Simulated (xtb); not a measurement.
C5H4BF, SMILES C#C[C@@H]1C=CB1F. All values are semi-empirical tight-binding results from xtb (GFN2-xTB unless named), good for trends rather than for accurate numbers. Coordinates come from a GFN2-xTB optimisation. The structure was generated by enumeration; whether it is a known compound was not checked.

Optimised geometry:

Bonded distances (Å): C1–C2 1.198, C1–H8 1.049, C2–C3 1.441, C3–C4 1.521, C3–B6 1.624, C3–H9 1.092, C4–C5 1.346, C4–H10 1.078, C5–B6 1.536, C5–H11 1.076, B6–F7 1.314. Bond angles (°): C2–C1–H8 178.6, C1–C2–C3 177.7, C2–C3–C4 115.9, C2–C3–B6 119.9, C2–C3–H9 109.5, C4–C3–B6 79.7, C4–C3–H9 111.7, B6–C3–H9 117.2, C3–C4–C5 100.8, C3–C4–H10 127.1, C5–C4–H10 132.1, C4–C5–B6 88.5, C4–C5–H11 128.3, B6–C5–H11 142.3, C3–B6–C5 88.8, C3–B6–F7 132.5, C5–B6–F7 134.9.

Computed properties:
- orbital gap = 3.33 eV
- dipole moment = 1.74 D
- zero-point energy = 45.5 kcal/mol
- G − E(el) at 298.15 K (modified RRHO) = 25.9 kcal/mol
- static polarisability (D4 model) = 62.4 bohr³
- solvation energy, GFN2-xTB/ALPB(water) = -2.0 kcal/mol
- solvation energy, GFN2-xTB/ALPB(hexane) = -5.3 kcal/mol

Problem. Give the IR lines (harmonic; lines under 4 % of the strongest left out, lines within 3 cm⁻¹ merged). (An estimate is asked for; the answer gives what the named calculation found.)

Solution. ν (cm⁻¹): 601 (w), 643 (w), 758 (w), 988 (w), 1394 (vs), 2943 (w), 3079 (w), 3117 (w) (against the strongest line: vs over 80 %, s over 45 %, m over 15 %, w over 4 %, vw less)

Computed atomic charges and the Wiberg bond orders between heavy atoms:
charges (e) C1 -0.12, C2 -0.03, C3 -0.09, C4 -0.01, C5 -0.13, B6 0.39, F7 -0.24, H8 0.07, H9 0.06, H10 0.05, H11 0.04. Bond orders C1–C2 2.87, C2–C3 1.06, C3–C4 0.98, C4–C5 1.81, C3–B6 0.90, C5–B6 1.07, B6–F7 1.11.
